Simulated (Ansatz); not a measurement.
Reaction (ligand exchange at the Si–C bond): `B[SiH2]OC[SiH3]` + `O[SiH2]F` → `F[SiH2]O[SiH3]` + `B[SiH2]OC`

Gas-phase electronic energies from Ansatz, PBE0-D4/def2-TZVP geometries. CBS: MP2 limit from def2 TZ/QZ plus the TZ coupled-cluster correction, frozen cores. Functionals use def2-TZVPP. Each species was taken in one conformer, which may not be the lowest.

`B[SiH2]OC[SiH3]`:

```xyz
14

B    -1.800   -2.070    0.295
Si   -0.866   -1.075   -1.175
O     0.420   -0.148   -0.701
C     0.248    0.905    0.234
Si    1.940    1.639    0.643
H    -2.647   -2.865    0.004
H    -1.583   -1.911    1.461
H    -1.903   -0.209   -1.825
H    -0.322   -2.010   -2.195
H    -0.408    1.688   -0.172
H    -0.228    0.543    1.157
H     2.576    2.171   -0.589
H     2.814    0.596    1.240
H     1.759    2.747    1.622
```

`O[SiH2]F`:

Cartesian coordinates in Å:
```
O -0.237 -0.275 -1.220
Si 0.195 -0.061 0.337
F -1.056 -0.259 1.309
H -0.776 0.391 -1.649
H 1.185 -1.110 0.640
H 0.689 1.314 0.583
```

`F[SiH2]O[SiH3]`:

Z-matrix (Å, degrees):
```
Si
O 1 1.616
F 1 1.594 2 109.6
H 1 1.480 2 110.5 3 117.7
H 1 1.476 2 108.7 3 -117.5
Si 2 1.641 1 148.9 3 -67.9
H 6 1.483 2 109.6 1 90.2
H 6 1.486 2 109.9 1 -30.3
H 6 1.482 2 108.1 1 -150.1
```

`B[SiH2]OC`:

Z-matrix (Å, degrees):
```
Si
O 1 1.649
B 1 1.999 2 111.2
H 1 1.498 2 110.0 3 121.8
H 1 1.498 2 109.9 3 -121.9
C 2 1.407 1 122.1 3 179.9
H 3 1.195 1 123.5 2 0.3
H 3 1.197 1 118.8 2 -179.8
H 6 1.097 2 111.5 1 61.2
H 6 1.097 2 111.5 1 -60.2
H 6 1.091 2 108.4 1 -179.5
```

| level | ΔE (kJ/mol) | difference from CCSD(T)/CBS |
| --- | --- | --- |
| r2SCAN-D4 | -119.1 | 3.1 |
| PBE0-D4 | -112.4 | 9.8 |
| ωB97X-V | -120.3 | 1.9 |
| B2PLYP | -126.2 | -4.0 |
| PBE | -106.2 | 16.0 |
| r2SCAN | -119.7 | 2.5 |
| PBE0 | -113.9 | 8.3 |
| HF/def2-TZVPP | -148.4 | -26.2 |
| MP2/def2-TZVPP | -124.2 | -2.0 |
| SCS-MP2/def2-TZVPP | -129.2 | -7.0 |
| CCSD/def2-TZVPP | -125.6 | -3.4 |
| CCSD(T)/def2-TZVPP | -121.7 | 0.5 |
| MP2/def2-QZVPP | -125.3 | -3.1 |
| SCS-MP2/def2-QZVPP | -130.2 | -8.0 |
| HF/CBS(def2) | -151.1 | -28.9 |
| MP2/CBS(def2) | -124.7 | -2.5 |
| CCSD(T)/CBS | -122.2 | 0 |

Largest T1 diagnostic among the species: 0.012.

From PBE to PBE0 (25 % exact exchange), in def2-TZVPP and without D4, ΔE moves by −7.8 kJ/mol. In def2-TZVPP, CCSD(T) changes the Hartree–Fock value by +26.8 kJ/mol (the triples alone add +4.0 kJ/mol) and MP2 by +24.2 kJ/mol.
